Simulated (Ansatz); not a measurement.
```xyz
9

B    -0.323    1.052    0.210
C     0.895    0.559   -0.429
F     2.123    0.692    0.120
Ga   -0.447   -1.157    0.175
H    -1.349    0.704   -0.386
H    -0.407    1.580    1.272
H     0.985    0.191   -1.451
H    -0.507   -2.059   -1.098
H    -0.968   -1.562    1.589
```

Charge 0, multiplicity 1. The bonds changed during the relaxation, so this is another structure than the one it started from.

Task: List the CAM-B3LYP/def2-TZVPP orbital energies in eV (the Gaussian-basis code of Ansatz). (Best estimate.)

Result: Ansatz gave: Occupied: -10140.30, -1251.95, -1109.24, -1109.15, -1109.12, -673.80, -281.00, -185.17, -152.24, -105.73, -105.49, -105.41, -35.41, -25.51, -25.43, -25.33, -25.27, -25.25, -21.38, -17.26, -16.12, -14.86, -14.05, -13.51, -11.63, -11.40, -10.47, -8.81. Lowest empty: -1.00, 0.86, 1.50, 1.92, 2.25, 2.88, 3.43, 3.56.
